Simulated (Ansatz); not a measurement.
The first iterations of a band of CH3F3Ge + H2 (10 atoms, charge 0, multiplicity 1).

Computed with RKS B3LYP/def2-SVP (Ansatz 0.2.0).

```yaml
movable_images: 2
climbing_image: no
spring: 5.0 eV/Å²
optimiser: quadratic models (default)
start_path: through a guess of the saddle point
force_threshold: 0.05 eV/Å
iteration_limit: 60
end_points: relaxed
```

Initial state:

```xyz
10
Properties=species:S:1:pos:R:3
Ge -1.113 0.151 -0.046
C 0.109 -0.877 -1.122
F -2.177 1.144 -0.973
F -2.137 -0.817 0.950
F -0.317 1.236 1.043
H 2.673 1.147 2.169
H 1.948 1.223 1.949
H 0.563 -1.662 -0.502
H -0.442 -1.333 -1.956
H 0.892 -0.212 -1.512
```

Final state:

```xyz
10
Properties=species:S:1:pos:R:3
Ge -0.919 1.284 0.936
C 1.003 -1.250 -0.948
F -1.711 0.968 -0.561
F -0.920 -0.194 1.822
F -1.945 2.362 1.801
H 0.725 -1.433 0.101
H 0.479 1.849 0.750
H 1.139 -2.215 -1.457
H 0.203 -0.687 -1.450
H 1.945 -0.683 -0.993
```

| iteration | highest image above the first end (eV) | largest band force component (eV/Å) |
| --- | --- | --- |
| 1 | 5.470 | 9.981 |
| 2 | 2.085 | 3.474 |
| 3 | 1.050 | 1.453 |

Problem. Does the band converge within its limit, and where does its top end?

Solution. The run converged. It ended after 10 iterations with the highest image 0.201 eV above the first end. No image climbed, so the highest image needn't sit at the top of the path. A band with more images between the same ends climbed to 3.34 eV, so this one has probably stepped over the top. So few images can step over the top or miss a turn of the path. The orbitals stay closed-shell, which can raise the energy where a bond breaks towards radicals; this wasn't checked here.

The run took 55 s on 2 threads of Intel(R) Xeon(R) Platinum 8488C (Sapphire Rapids) (shared host), peak memory 0.29 GiB.
